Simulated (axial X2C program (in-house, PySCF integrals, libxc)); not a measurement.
Levels of HfF by electron attachment to HfF⁺ (EOM-EA-CCSD)

Calculated with an in-house all-electron X2C program for linear molecules (integrals from PySCF): two-component X2C with atomic mean-field Coulomb and Gaunt terms, Gaussian nuclei, basis Hf dyall-acv3z, F dyall-av3z with contracted cores.

R = 2.131 Å (1.150 times 1.853 Å, the PBE0 minimum at charge 0 for the lowest determinant).

Levels of HfF obtained by attaching an electron to HfF⁺:

```json
{"Ω": "3/2", "binding energy (eV)": "7.502", "above lowest (cm⁻¹)": "0", "attached spinor": "95% Hf dδ", "one-particle weight": "0.89"}
{"Ω": "5/2", "binding energy (eV)": "7.189", "above lowest (cm⁻¹)": "2519", "attached spinor": "100% Hf dδ", "one-particle weight": "0.89"}
{"Ω": "1/2", "binding energy (eV)": "7.181", "above lowest (cm⁻¹)": "2585", "attached spinor": "60% Hf dπ, 12% Hf pπ, 9% Hf pσ", "one-particle weight": "0.92"}
{"Ω": "3/2", "binding energy (eV)": "6.801", "above lowest (cm⁻¹)": "5650", "attached spinor": "78% Hf dπ, 11% Hf pπ", "one-particle weight": "0.91"}
{"Ω": "1/2", "binding energy (eV)": "6.515", "above lowest (cm⁻¹)": "7954", "attached spinor": "44% Hf dσ, 27% Hf pσ, 18% Hf dπ", "one-particle weight": "0.92"}
{"Ω": "1/2", "binding energy (eV)": "4.948", "above lowest (cm⁻¹)": "20598", "attached spinor": "74% Hf pπ, 11% Hf dπ, 9% F pπ", "one-particle weight": "0.85"}
{"Ω": "3/2", "binding energy (eV)": "4.650", "above lowest (cm⁻¹)": "22997", "attached spinor": "75% Hf pπ, 10% Hf dπ, 10% F pπ", "one-particle weight": "0.78"}
```

**Question.** What is the splitting of the first π pair in the table, and is it regular or inverted?

**Answer.** E(3/2) − E(1/2) = 5650 − 2585 = 3065 cm⁻¹ at EOM-EA-CCSD: regular, Ω = 1/2 lower. Splittings at this level can be off by ten to twenty per cent.

This point took 31 s on 1 thread of Arm Neoverse V1, on a shared host.

Reference electrons by ω block (each with its −ω partner): 1/2: 24, 3/2: 11, 5/2: 4, 7/2: 1. 18 electrons of HfF⁺ correlated (inner shells frozen), 84 natural virtual spinors (a truncated set); levels can be off by some tenths of an eV. Roots sought by Ω: (1/2: 5, 3/2: 4, 5/2: 2, 7/2: 1); the list ends where they run out and leaves out roots under 60 % one-particle weight. The solver can skip a root, and states that need a further excitation, which the method places far too high, are missing though they may lie low or lowest. T1 of the reference 0.028 (Lee–Taylor). The reference was not checked to be the lowest state of its species. Number of frozen shells: Hf 4 s, 3 p, 2 d, 1 f; F 1 s. Large amplitudes in the reference (orbital relaxation or multireference character) lower the reliability.
